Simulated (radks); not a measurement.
The numbers below are computed, except where a source is named.
All-electron atom: V2+ in [Ar] 3d2 4p1 (not the ground configuration). Level of theory: non-relativistic Kohn-Sham, BLYP, spin-polarised, spherical densities, point nucleus; open shells are filled with parallel spins first (a radial shooting solver on a logarithmic mesh with Libxc functionals).

Normalised radial functions P(r) = r R(r), r in bohr:

r	3p down	3d up	4p up
0.003739	0.0018	0.0000	0.0006
0.004249	0.0024	0.0000	0.0008
0.004868	0.0031	0.0000	0.0010
0.005578	0.0040	0.0000	0.0014
0.00639	0.0052	0.0000	0.0018
0.007263	0.0066	0.0000	0.0023
0.008321	0.0086	0.0000	0.0029
0.009533	0.0111	0.0001	0.0038
0.01083	0.0142	0.0001	0.0048
0.01241	0.0183	0.0002	0.0062
0.01422	0.0235	0.0002	0.0080
0.01616	0.0297	0.0003	0.0101
0.01852	0.0379	0.0005	0.0129
0.02122	0.0483	0.0007	0.0165
0.02431	0.0612	0.0011	0.0208
0.02763	0.0761	0.0015	0.0259
0.03165	0.0954	0.0023	0.0325
0.03626	0.1189	0.0033	0.0405
0.04121	0.1452	0.0047	0.0495
0.04722	0.1781	0.0067	0.0606
0.0541	0.2163	0.0096	0.0736
0.06148	0.2570	0.0134	0.0875
0.07044	0.3050	0.0190	0.1037
0.0807	0.3565	0.0267	0.1212
0.09246	0.4097	0.0371	0.1391
0.1051	0.4584	0.0502	0.1554
0.1204	0.5048	0.0686	0.1708
0.1379	0.5403	0.0926	0.1822
0.1568	0.5579	0.1214	0.1874
0.1796	0.5529	0.1598	0.1845
0.2058	0.5165	0.2071	0.1704
0.2339	0.4477	0.2605	0.1451
0.2679	0.3345	0.3267	0.1041
0.307	0.1794	0.4021	0.0488
0.3517	-0.0128	0.4850	-0.0189
0.3997	-0.2184	0.5670	-0.0899
0.4579	-0.4479	0.6545	-0.1668
0.5247	-0.6688	0.7370	-0.2367
0.5963	-0.8495	0.8049	-0.2871
0.6832	-0.9926	0.8601	-0.3147
0.7827	-1.0689	0.8913	-0.3073
0.8896	-1.0730	0.8948	-0.2639
1.019	-1.0091	0.8701	-0.1789
1.168	-0.8888	0.8176	-0.0591
1.338	-0.7327	0.7417	0.0855
1.52	-0.5741	0.6542	0.2317
1.742	-0.4132	0.5507	0.3824
1.996	-0.2754	0.4438	0.5116
2.268	-0.1738	0.3467	0.5996
2.599	-0.0968	0.2527	0.6458
2.977	-0.0482	0.1725	0.6367
3.384	-0.0223	0.1122	0.5801
3.877	-0.0086	0.0651	0.4814
4.441	-0.0028	0.0340	0.3632
5.089	-0.0008	0.0158	0.2471
5.783	-0.0002	0.0068	0.1552
6.626	0.0000	0.0024	0.0838
7.591	0.0000	0.0007	0.0394
8.628	0.0000	0.0002	0.0168
9.885	0.0000	0.0000	0.0057

3p down: eigenvalue -66.169 eV, 1 radial node at r = 0.349 bohr, <r> = 1.00 bohr, 90 % of the charge inside 1.54 bohr. 3d up: eigenvalue -28.705 eV, 0 radial nodes, <r> = 1.20 bohr, 90 % of the charge inside 2.01 bohr. 4p up: eigenvalue -15.726 eV, 2 radial nodes at r = 0.339, 1.24 bohr, <r> = 3.06 bohr, 90 % of the charge inside 4.47 bohr.
